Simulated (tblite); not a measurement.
C4H7O3 (doublet state).
Structure used (GFN2-xTB), in Å, numbered top down from 1:
```
atom  x, y, z in Å
C1     2.3094   -0.0911    0.6473
O2     1.2383    0.8247    0.6252
C3     0.1197    0.4198   -0.0474
C4    -1.1668    1.1624    0.2269
O5    -2.0504    0.1368    0.6591
C6    -1.5784   -1.0380    0.0796
O7    -0.1815   -0.9396   -0.0351
H8     2.0029   -1.0390    1.0974
H9     2.6781   -0.2839   -0.3652
H10    3.0910    0.3754    1.2439
H11   -1.0644    1.9086    1.0172
H12   -1.5577    1.6407   -0.6838
H13   -2.0104   -1.1900   -0.9290
H14   -1.8306   -1.8872    0.7216
```

All values are computed: GFN2-xTB (tblite) harmonic vibrations without scaling, gas phase. Against measured fundamentals such values can be off by several per cent, at times by over 20. One conformer, not necessarily the lowest. Open shells enter through the occupations alone, without spin polarisation, and single modes of such species can be off by tens of per cent.

Harmonic wavenumbers (cm⁻¹): 60.8, 94.7, 160.4, 191.7, 234.0, 377.2, 491.1, 668.0, 714.5, 860.4, 952.9, 981.0, 1004.0, 1052.8, 1067.0, 1076.5, 1117.5, 1126.0, 1138.3, 1192.7, 1198.2, 1253.7, 1297.6, 1315.1, 1395.6, 1448.4, 1453.1, 1469.4, 1475.6, 2787.6, 2854.0, 2933.2, 2960.2, 2965.2, 2967.0, 3028.1.

A = 6284, B = 2054, C = 1669 MHz; mass 103.040 u (most abundant isotopes); point group C1, symmetry number 1; spin multiplicity 2.

Q: What is the zero-point energy?

A: ½Σν̃ = 23682 cm⁻¹ = 283.30 kJ/mol.

Q: Give the ideal-gas entropy at 200 K and 1 bar in the rigid-rotor, harmonic-oscillator model (classical rotation).

A: Translation 158.36, rotation 108.42, vibration 50.20, spin (R ln 2) 5.76: S = 322.8 J/(mol K).

Q: And Cp and H(200 K) − H(0)?

A: Cp = 84.87 J/(mol K), of which vibrations give 51.61 (their classical limit is 36 R = 299.3); H(200 K) − H(0) = 12.14 kJ/mol without the zero-point energy, 5.49 from vibrations.

Q: Blend soft modes into free rotors: weight 1/[1 + (100 cm⁻¹/ν̃)⁴] for the oscillator and the rest for a rotor with moment μB/(μ + B), μ = h/(8π²ν), B = 10⁻⁴⁴ kg m². What vibrational entropy results?

A: 47.28 J/(mol K) in place of 50.20, which changes −T·S at 200 K by +0.59 kJ/mol.

Q: What must be added to the electronic energy to get the Gibbs energy at 200 K and 1 bar?

A: ZPE + [H(200 K) − H(0)] − T·S = 283.30 + 12.14 − 64.55 = 230.89 kJ/mol.

Q: How do the functions run with temperature in this model?

A: 
```tsv
T (K)	S (J/(mol K))	Cp (J/(mol K))	H − H(0) (kJ/mol)	G − H(0) (kJ/mol)	ln q(vib)
150	300.0	74.1	8.17	-36.83	1.90
250	343.0	97.6	16.69	-69.06	3.55
298.15	361.4	111.6	21.73	-86.02	4.32
400	398.6	142.8	34.69	-124.74	5.95
600	466.7	193.5	68.62	-211.38	9.20
900	555.0	241.2	134.48	-365.04	13.99
```

q(vib) and H(0) count from the zero-point level.

Q: Which modes carry the vibrational entropy at 200 K?

A: 60.8 cm⁻¹: 15.26; 94.7 cm⁻¹: 11.66; 160.4 cm⁻¹: 7.57; 191.7 cm⁻¹: 6.27; 234.0 cm⁻¹: 4.90; 377.2 cm⁻¹: 2.17 J/(mol K); the other 30 give 2.37 together.

Hindered rotation and anharmonicity are outside this model. Other conformers, if any are populated, would add a mixing term that is left out. The structure is chiral; the term R ln 2 for an equal mix with its mirror image is left out.
